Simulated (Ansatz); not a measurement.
The first iterations of a band of C$_{2}$H$_{9}$BSSi (14 atoms, charge 0, multiplicity 1).

Theory: Ansatz, RKS PBE/cc-pVDZ.

| Item | Value |
| --- | --- |
| movable images | 7 |
| climbing image | yes |
| spring | 5.0 eV/Å² |
| optimiser | quadratic models (default) |
| start path | IDPP |
| force threshold | 0.05 eV/Å |
| iteration limit | 6 |
| end points | relaxed |

Initial state:

```xyz
14
Properties=species:S:1:pos:R:3
B -1.303 1.004 0.104
Si -0.543 -0.824 0.005
C -0.331 -2.019 1.462
S 0.709 1.081 0.378
C 1.340 1.455 -1.308
H -1.624 1.596 -0.907
H -1.826 1.278 1.169
H 0.087 -1.408 -1.243
H -0.561 -1.508 2.417
H -1.048 -2.859 1.347
H 0.692 -2.443 1.508
H 2.365 1.049 -1.406
H 0.676 1.012 -2.074
H 1.353 2.555 -1.423
```

Final state:

```xyz
14
Properties=species:S:1:pos:R:3
B -1.539 0.583 -0.077
Si -0.284 -0.942 0.089
C 0.152 -1.847 1.698
S 0.341 1.276 0.260
C 0.960 1.626 -1.436
H -1.943 0.940 -1.166
H -2.193 0.809 0.925
H 0.580 -1.454 -1.044
H -0.295 -1.327 2.568
H -0.275 -2.872 1.662
H 1.247 -1.935 1.844
H 0.503 0.929 -2.162
H 0.671 2.664 -1.688
H 2.061 1.522 -1.444
```

| iteration | highest image above the first end (eV) | largest band force component (eV/Å) |
| --- | --- | --- |
| 1 | 0.100 | 0.595 |
| 2 | 0.044 | 0.371 |

Question: Does the band converge within its limit, and where does its top end?

Answer: The forces met the threshold. It ended after 5 iterations with the highest image 0.038 eV above the first end. Another band between the same ends (7 images) ends at a top of the same energy, where a vibrational analysis finds 1 clearly imaginary mode.

Time of the run: 2 min on 2 threads of Arm Neoverse V1, on a shared host, peak memory 0.19 GiB.
